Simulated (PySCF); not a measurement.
**Boron: a sound run and one with changed settings**

Sound run: B⁺ [He] 2s2, B²⁺ [He] 2s1. All numbers are calculated (PySCF 2.14, scalar relativity by spin-free X2C-1e, in cc-pVTZ-DK). In the sound run the correlated levels freeze 1s2. The sound run starts from symmetry-adapted Hartree-Fock orbitals and uses a fine grid where one is needed.

Changed run: initial guess sap, at most 5 SCF cycles. This setting is unsound on purpose.

| species | method | sound run (hartree) | changed run (hartree) | converged |
| --- | --- | --- | --- | --- |
| B⁺ | UHF | -24.24351 | -24.24351 | yes |
| B⁺ | r2SCAN | -24.32126 | -24.32126 | yes |
| B⁺ | TPSS | -24.35208 | -24.35208 | yes |
| B⁺ | MP2 | -24.27940 | -24.27940 | yes |
| B⁺ | CCSD(T) | -24.30326 | -24.30326 | yes |
| B²⁺ | UHF | -23.38193 | -23.38193 | yes |
| B²⁺ | r2SCAN | -23.42999 | -23.42999 | no |
| B²⁺ | TPSS | -23.44603 | -23.44603 | yes |

Ionisation energy of B⁺:

```
 method  sound run (eV)  changed run (eV)
    UHF          23.445            23.445
   TPSS          24.655            24.655
    MP2          24.421            24.421
SCS-MP2          24.617            24.617
   CCSD          25.071            25.071
CCSD(T)          25.071            25.071
  CCSDT          25.071            25.071
    FCI          25.071            25.071
```

The SCF was stopped early; the energies are upper bounds that still move, and correlated levels were skipped or rest on poor orbitals.

For comparison, NIST gives 25.155 eV between the lowest levels.
